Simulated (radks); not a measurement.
Fractional charge and spin in the 4s shell of krypton: the spin-up occupation runs from 0 to 1 and the spin-down occupation from 0 to 1; the fullest corner is Kr2+, [Ar] 3d10 4p(up 2, down 2) 4s(up 1, down 1). Calculated with a radial shooting solver on a logarithmic mesh with Libxc functionals: scalar-relativistic Kohn-Sham, PBEsol, spin-polarised, spherical densities, point nucleus. Energy (eV) minus the two flat planes that join the four corners (they meet along the diagonal where the two added fractions sum to one electron); zero is where a piecewise linear energy would lie.

down \ up,0,0.25,0.5,0.75,1
0,0.000,-1.309,-1.742,-1.303,0.000
0.25,-1.309,-1.656,-1.136,0.243,-1.235
0.5,-1.742,-1.136,0.323,-1.079,-1.641
0.75,-1.303,0.243,-1.079,-1.565,-1.227
1,0.000,-1.235,-1.641,-1.227,0.000

Corners above the fullest one (they belong to Kr3+ and the next ion): (up 1, down 0) 52.597 eV, (up 0, down 1) 52.597 eV, (up 0, down 0) 120.03 eV. With half an added electron in each spin the energy lies 0.323 eV from the planes, and with half an added electron in spin up alone -1.742 eV. The planes are only a guide here: the flat-plane condition holds for ground states with one frontier orbital, while this shell lies below other occupied shells, so the corners above the fullest one are inner-hole states and not the ground states of those ions.
